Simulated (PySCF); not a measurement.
# Computed vibrations of LaH3(NH3)

LaH3(NH3) (singlet). PySCF 2.14.0, RKS PBE0, La lcecp-1-SVP with ECP46, H def2-SVP, N def2-SVP; non-relativistic Hamiltonian with scalar-relativistic core potentials where named; density fitting; no spin-orbit coupling. Central differences of gradients.

```xyz
8

La    0.1666   -0.1666    0.1666
H     1.2509    1.3378    1.2509
H    -1.3378   -1.2509    1.2509
H     1.2509   -1.2509   -1.3378
N    -1.3875    1.3875   -1.3875
H    -2.0013    2.0013   -0.8471
H    -0.8471    2.0013   -2.0013
H    -2.0013    0.8471   -2.0013
```

Run from Python with OMP_NUM_THREADS=2. Where DIIS fails, smearing, a level shift and second-order steps follow.
It took 35 s on 2 threads of Arm Neoverse V1, on a shared host.

(1) What are the harmonic wavenumbers and infrared intensities?

(2) Is this a minimum?

Results:

(1) Modes are labelled in C3v; negative numbers are unstable modes, those under 60 cm⁻¹ near the noise; a finer grid moves soft modes by up to 10 cm⁻¹.
```json
{"cm⁻¹": "28", "km/mol": "0.0", "symmetry": "a2"}
{"cm⁻¹": "35", "km/mol": "23.6", "symmetry": "e"}
{"cm⁻¹": "35", "km/mol": "23.6", "symmetry": "e"}
{"cm⁻¹": "169", "km/mol": "587.4", "symmetry": "a1"}
{"cm⁻¹": "285", "km/mol": "206.0", "symmetry": "a1"}
{"cm⁻¹": "488", "km/mol": "23.3", "symmetry": "e"}
{"cm⁻¹": "488", "km/mol": "23.3", "symmetry": "e"}
{"cm⁻¹": "546", "km/mol": "133.3", "symmetry": "e"}
{"cm⁻¹": "546", "km/mol": "133.3", "symmetry": "e"}
{"cm⁻¹": "1206", "km/mol": "157.8", "symmetry": "a1"}
{"cm⁻¹": "1304", "km/mol": "1234.2", "symmetry": "e"}
{"cm⁻¹": "1304", "km/mol": "1234.2", "symmetry": "e"}
{"cm⁻¹": "1359", "km/mol": "79.5", "symmetry": "a1"}
{"cm⁻¹": "1634", "km/mol": "25.9", "symmetry": "e"}
{"cm⁻¹": "1634", "km/mol": "25.9", "symmetry": "e"}
{"cm⁻¹": "3486", "km/mol": "25.4", "symmetry": "a1"}
{"cm⁻¹": "3606", "km/mol": "42.8", "symmetry": "e"}
{"cm⁻¹": "3606", "km/mol": "42.8", "symmetry": "e"}
```

(2) Yes, within the noise of the softest modes. Ideal gas at 298.15 K and 1 bar: S = 361.8 J/(mol K), Cp = 96.4 J/(mol K), H − H(0 K) = 21.9 kJ/mol (rigid rotor, harmonic modes, spin degeneracy alone; the modes under 60 cm⁻¹ make these uncertain).
